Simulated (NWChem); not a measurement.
Polarisability of silene (CH₄Si)

```xyz
6

C      0.0000     0.0000    -1.1569
Si     0.0000     0.0000     0.5507
H      0.9266     0.0000    -1.7379
H     -0.9266     0.0000    -1.7379
H     -1.2496     0.0000     1.3539
H      1.2496     0.0000     1.3539
```
Charge 0, spin multiplicity 1.

All runs are NWChem calculations. All single points use one geometry, from PBE0/def2-SVP, a minimum by its harmonic frequencies.

Basis set: 6-31G*. Static limit. This basis has no diffuse functions, which lowers polarisabilities.

The correlated methods keep 6 core orbitals frozen. B3LYP has NWChem's definition, with VWN1-RPA local correlation. The Pople sets run with spherical d functions. Coupled-cluster values serve here as a point of comparison, not as the truth.

### Question
One of these methods gave an isotropic polarisability of 35.72 bohr³. Which?
A. CCSD linear response
B. LDA (SVWN5)
C. HF
D. B3LYP

### Answer
B, LDA (SVWN5). The others give 36.31 (HF), 34.58 (CCSD linear response), 35.50 (B3LYP).
